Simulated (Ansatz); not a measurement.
Geometry optimisation, Ansatz, RKS LDA/def2-SVP.

Input:

```yaml
crystal:
  periodic: [false, false, false]
  atoms:
    - { symbol: Sn, position_ang: [-0.7671, 1.0228, -1.6076] }
    - { symbol: Cl, position_ang: [0.9489, -1.1874, -1.3002] }
    - { symbol: H, position_ang: [-0.6107, 0.7458, -3.3347] }
    - { symbol: H, position_ang: [0.0815, 2.4382, -1.2108] }
    - { symbol: H, position_ang: [-2.3614, 0.6588, -1.1566] }
    - { symbol: H, position_ang: [-0.0636, 0.0777, 1.3575] }
    - { symbol: F, position_ang: [-0.6613, 0.9027, 0.7173] }
    - { symbol: H, position_ang: [0.9605, -1.2509, 0.4541] }
    - { symbol: "N", position_ang: [0.6981, -0.9557, 1.7251] }
    - { symbol: H, position_ang: [0.2199, -1.7286, 2.1569] }
    - { symbol: H, position_ang: [1.5552, -0.7234, 2.199] }
basis:
  gaussian: { orbitals: def2-SVP }
hamiltonian:
  xc: lda
relax:
  f_tol: 0.15
  max_steps: 25
  restrain:
    - { distance: [0, 6], at: 3.26, k: 30.0 }
    - { distance: [5, 8], at: 2.32, k: 30.0 }
    - { distance: [7, 1], at: 2.63, k: 30.0 }
    - { distance: [0, 1], at: 2.41, k: 30.0 }
    - { distance: [5, 6], at: 0.88, k: 30.0 }
    - { distance: [7, 8], at: 1.02, k: 30.0 }
```

Run as:

```bash
$ ansatz run input.yaml --threads 2 --pin off --max-ram 3072MiB --backend cpu --events-out ev --progress --plain --runs-dir out
```

Q: Where does it end, and by what steps?

A: The forces met the threshold. The restraints hold the end off the free minimum. After 14 steps the energy has fallen by 0.062 eV (the restraints' own energy left out); H8 moved furthest, 0.88 Å. Joined: H6–F7 (1.20 → 0.93 Å), H8–N9 (1.33 → 1.03 Å).

```
step  energy less start (eV)  largest force component (eV/Å)  accepted
   0                  0.0000                           4.249       yes
   1                 -0.2756                           3.944       yes
   2                  0.7620                           7.544       yes
   3                  0.3474                           2.905       yes
   4                  0.2696                           1.860       yes
   5                  0.1090                           1.101       yes
   6                  0.0156                           1.284       yes
   7                  0.0224                           1.603       yes
   8                  0.0185                           1.604       yes
   9                 -0.0251                           0.673       yes
  10                 -0.0370                           1.047       yes
  11                 -0.0361                           1.323       yes
  12                 -0.0690                           0.597       yes
  13                 -0.0640                           0.973       yes
  14                 -0.0623                           1.051       yes
```

```xyz
11
Properties=species:S:1:pos:R:3
Sn -0.809 1.090 -2.001
Cl 0.664 -0.623 -1.188
H -0.722 0.887 -3.699
H -0.123 2.554 -1.455
H -2.342 0.721 -1.348
H 0.013 0.066 0.798
F -0.577 0.646 1.213
H 1.212 -1.783 1.104
N 1.059 -1.548 2.092
H 0.061 -1.334 2.206
H 1.566 -0.675 2.278
```

The run took 25 s on 2 threads of Arm Neoverse V1 (shared host), peak memory 0.15 GiB.
